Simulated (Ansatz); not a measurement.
An input meant for AlSi3⁺ (charge 1, singlet).

```yaml
crystal:
  periodic: [false, false, false]
  atoms:
    - {symbol: Al, position_ang: [-1.787555, 0.610396, -0.070971]}
    - {symbol: Si, position_ang: [0.524765, 1.325826, -0.169997]}
    - {symbol: Si, position_ang: [1.670768, -0.570514, 0.066292]}
    - {symbol: Si, position_ang: [-0.407988, -1.365708, 0.174667]}
basis:
  gaussian: {orbitals: cc-pVTZ-PP}
total_charge: 1
hamiltonian: {xc: {name: B97}}
scf: {omitted_lower_state_checks: [starts]}
```

```sh
$ ansatz run in.yaml --threads 4 --pin off --events-out ev --progress --plain --max-ram 3916MiB
```

It prints (some lines left out):

```
Functional definition: B97
  name "B97"
  cite "Becke, J. Chem. Phys. 107, 8554 (1997) doi:10.1063/1.475007"
  parameter cx = 0.1943
  parameter cx0 = 0.8094
  parameter cx1 = 0.5073
  parameter cx2 = 0.7481
  parameter css0 = 0.1737
  parameter css1 = 2.3487
  parameter css2 = -2.4868
  parameter cos0 = 0.9454
  parameter cos1 = 0.7471
  parameter cos2 = -4.5961
  exchange = spin_sum(e_x_unif_s*poly(b97_u_x, cx0, cx1, cx2)) + cx*exact_x
  correlation = spin_sum(e_c_pw_same_spin*poly(b97_u_same, css0, css1, css2))
      + integral(e_c_pw_opposite_spin*poly(b97_u_opposite, cos0, cos1, cos2))
these checks for a lower state are left out or cut short: starts
Error: [file] the basis set cc-pVTZ-PP has no functions for Al
```

Problem. Something in this input is off. What?

Solution. The basis set is misnamed or doesn't suit the job. The input was rejected before any iteration.
